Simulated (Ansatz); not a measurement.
**Exercise with solution: hopping rate and mobility from the reorganisation energy**

C₁₀H₉NS, SMILES c12cc(cc(C=C)c2ccs1)N.

The structure is a stationary point at B3LYP-D3(BJ)/def2-SVP. The structure was generated by enumeration, and PubChem lists no compound with its InChIKey, so it may never have been made. Other conformers were not sampled.

Four-point relaxation energies from B3LYP-D3(BJ)/def2-SVP in Ansatz (a first-principles code), gas phase: hole: ion 236 meV, neutral 156 meV. Assume, for the exercise, a transfer integral of 30 meV, an outer reorganisation energy of 100 meV, equal site energies, a hop of 3.5 Å along one direction and 298.15 K (kT = 25.69 meV).

Problem. Find the Marcus rate and the mobility.

Solution. 
k = (2π/ħ) t² (4π λ kT)^(−1/2) exp(−λ/4kT), ħ = 6.582×10⁻¹³ meV s; for a chain D = k a² and μ = e D/kT.
Hole: λ = 236 + 156 + 100 = 492 meV, barrier λ/4 = 123 meV, k = 1.8e11 s⁻¹, μ = 0.0086 cm²/(V s).
The rate is non-adiabatic hopping, which holds while t is well under λ. Disorder and quantum modes are left out.
